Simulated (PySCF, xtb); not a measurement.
In(F)3 anion (F₃In), SMILES [F][In]([F])[F] (connectivity only; charge and spin as stated), charge -1, multiplicity 2.

Harmonic wavenumbers (cm⁻¹) from GFN2-xTB in xtb 6.7.1 at its own minimum, in rising order: 25, 74, 74, 228, 228, 232.

Problem. What does B3LYP-D3(BJ)/def2-SVPD (PySCF) give at its own minimum? (Estimate from the structure and the level; the computed values follow.)

Solution. 123, 123, 148, 454, 458, 458. Paired by order, the mean absolute difference is 150 cm⁻¹ and the zero-point energies are 1.2 and 2.5 kcal/mol.
